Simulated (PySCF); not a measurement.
KI, SMILES [I][K].

Geometry optimised at PBE0-D3(BJ)/def2-TZVPD. The def2 effective core potentials stand for the cores of I; spin–orbit coupling is left out.

Two levels are set side by side: PBE/def2-TZVPD (PySCF) and CAM-B3LYP/def2-TZVPD (PySCF). Same geometry, gas phase. Differences are taken from unrounded values.

| quantity | CAM-B3LYP |
|---|---|
| orbital gap (eV) | 5.55 |
| highest occupied level (eV) | -6.69 |
| lowest empty level (eV) | -1.14 |
| dipole moment (D) | 11.20 |
| mean polarisability (bohr³) | 64.6 |

### Question
What does PBE give, and how far is it from CAM-B3LYP? (Estimate from the structure and the level; the computed values follow.)

### Answer

```csv
quantity,PBE,PBE minus CAM-B3LYP
orbital gap (eV),2.45,-3.10
highest occupied level (eV),-4.49,2.20
lowest empty level (eV),-2.04,-0.90
dipole moment (D),10.69,-0.51
mean polarisability (bohr³),74.8,10.2
```

PBE's occupied levels lie high since its potential decays too fast outside the molecule; exact exchange lowers them and widens the gap. Loosely held outer electrons make PBE densities more polarisable. Differences between two approximate levels are no errors against the true value.

Rough cost on one machine, each run with all the roots and properties that it gave: CAM-B3LYP against PBE within a factor of 2.
